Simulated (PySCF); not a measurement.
CH₃ClF₂SSi.

```xyz
9

C     -2.3453    -0.1199    -0.4708
S     -1.1186     1.2354    -0.4224
Si     0.5760     0.0522    -0.1430
F      0.8314    -0.9365    -1.3868
F      1.8551     1.0104    -0.0053
Cl     0.4439    -1.1366     1.5038
H     -3.3248     0.3537    -0.6171
H     -2.1453    -0.7999    -1.3099
H     -2.3482    -0.6745     0.4773
```
Charge 0, spin multiplicity 1.

Geometry optimised at ωB97X-D3(BJ)/def2-SVP. This is a generated structure with no PubChem entry under its InChIKey; it may be hypothetical. One conformer was computed; it need not be the lowest.

The numbers are results of PBE/pcSseg-1 in PySCF, not measurements. Non-relativistic, no solvent.

Q: Give the absolute GIAO shielding of each atom: isotropic value and principal components (ppm). (An estimate is asked for; the answer gives what the named calculation found.)

A: 
| atom | σ(iso) | σ11 | σ22 | σ33 | span |
|---|---|---|---|---|---|
| C1 | 166.1 | 152.2 | 160.2 | 185.8 | 33.7 |
| S2 | 610.6 | 541.4 | 568.5 | 721.9 | 180.5 |
| Si3 | 349.4 | 313.1 | 343.2 | 392.0 | 78.9 |
| F4 | 261.9 | 202.7 | 229.9 | 353.0 | 150.3 |
| F5 | 273.5 | 217.5 | 247.3 | 355.7 | 138.1 |
| Cl6 | 837.5 | 687.7 | 797.3 | 1027.6 | 339.9 |
| H7 | 29.1 | 23.7 | 26.1 | 37.6 | 13.9 |
| H8 | 29.1 | 23.6 | 27.2 | 36.4 | 12.7 |
| H9 | 29.1 | 23.4 | 28.9 | 35.2 | 11.8 |
